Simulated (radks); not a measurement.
The numbers below are computed, except where a source is named.
Polarisability of the selenium ion Se5+, [Ar] 3d10 4s1, at imaginary frequency. Code: a radial shooting solver on a logarithmic mesh with Libxc functionals. Model: scalar-relativistic Kohn-Sham, LDA (Slater exchange, Perdew-Wang correlation), spin-polarised, spherical densities, finite nucleus; open shells are filled with parallel spins first; Fermi nuclear charge, rms radius 4.14 fm. Response by self-consistent Sternheimer equations with the Hartree and adiabatic LDA kernel, the relativistic mass of each level held fixed and spin-orbit coupling left out.

w (hartree),alpha1(iw) (bohr^3),alpha2(iw) (bohr^5)
0.00266,2.810,3.357
0.0143,2.808,3.357
0.0360,2.800,3.355
0.0697,2.775,3.349
0.118,2.713,3.332
0.186,2.583,3.296
0.280,2.350,3.221
0.413,1.993,3.075
0.605,1.549,2.809
0.892,1.108,2.370
1.35,0.7541,1.757
2.12,0.5021,1.093
3.59,0.3168,0.5599
6.94,0.1626,0.2271
17.5,0.04665,0.05441

Static values: alpha1 = 2.810 bohr^3 (0.4164 angstrom^3; uncoupled 3.645), alpha2 = 3.357 bohr^5, alpha3 = 8.815 bohr^7. C6 = 4.653, C8 = 36.93, triple-dipole C9 = 8.592 atomic units. One-pole (London) frequency 4 C6 / (3 alpha1^2) = 0.786 hartree, against 2.823 for minus the highest occupied eigenvalue.
